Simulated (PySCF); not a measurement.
Fractional electron number in Cr⁻ (chromium, charge -1)

The 4s beta orbital of [Ar] 3d5 4s2 is emptied in steps (occupation f), with all orbitals relaxed, ending at [Ar] 3d5 4s1. Computed with PySCF 2.14 in aug-cc-pVTZ-DK (8s7p5d3f2g, 93 functions), with scalar relativity by spin-free X2C-1e. The exact energy is a straight line in f; departures are measured from the line between the end points of the same method.

```json
{"f": "1", "BHandHLYP (eV)": "0.000"}
{"f": "0.9", "BHandHLYP (eV)": "-0.080"}
{"f": "0.7", "BHandHLYP (eV)": "-0.193"}
{"f": "0.5", "BHandHLYP (eV)": "-0.237"}
{"f": "0.3", "BHandHLYP (eV)": "-0.204"}
{"f": "0.1", "BHandHLYP (eV)": "-0.088"}
{"f": "0", "BHandHLYP (eV)": "0.000"}
```

| method | E(f=0) − E(f=1) (eV) | −ε at f=1 (eV) | −ε at f=0.5 (eV) |
| --- | --- | --- | --- |
| BHandHLYP | 0.486 | -0.391 | 0.452 |

Orbital energy along the path (eV):

```json
{"f": "1", "BHandHLYP": "0.391"}
{"f": "0.9", "BHandHLYP": "0.240"}
{"f": "0.7", "BHandHLYP": "-0.088"}
{"f": "0.5", "BHandHLYP": "-0.452"}
{"f": "0.3", "BHandHLYP": "-0.852"}
{"f": "0.1", "BHandHLYP": "-1.281"}
{"f": "0", "BHandHLYP": "-1.322"}
```

At f = 1 the orbital energy is positive for BHandHLYP: only the finite basis holds the electron.

Reference removal energy between the ground levels: 0.676 eV (measured; photodetachment measurements, as compiled on the Wikipedia data page of electron affinities).
